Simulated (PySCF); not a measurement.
GeH3O4, SMILES [OH][Ge]([OH])([OH])[O], multiplicity 2. Geometry: B3LYP-D3(BJ)/def2-SVP. The isomer is the one that the SMILES or the coordinates give; other isomers of the formula were not compared. Other conformers were not sampled.

These are PySCF with B3LYP-D3(BJ)/def2-SVP values and carry that method's errors.

Harmonic wavenumbers (cm⁻¹): 98, 172, 192, 225, 240, 250, 265, 278, 673, 711, 752, 756, 879, 900, 921, 3826, 3829, 3839. Rotational constants (GHz): 3.748, 3.561, 3.230; symmetry number 1.

### Question
Work out the zero-point energy and the ideal-gas rigid-rotor harmonic-oscillator thermochemistry at 298.15 K and 1 atm.

### Answer
ZPE = ½ Σ hcν = ½ × 18806 cm⁻¹ = 26.88 kcal/mol. H − E(el) = 32.34 kcal/mol. Entropy in cal/(mol K): translation 40.71, rotation 26.41, vibration 18.30, spin 1.38, total 86.80. G − E(el) = 6.46 kcal/mol. Cp = 27.07 cal/(mol K). Modes under 150 cm⁻¹ make the vibrational entropy uncertain.
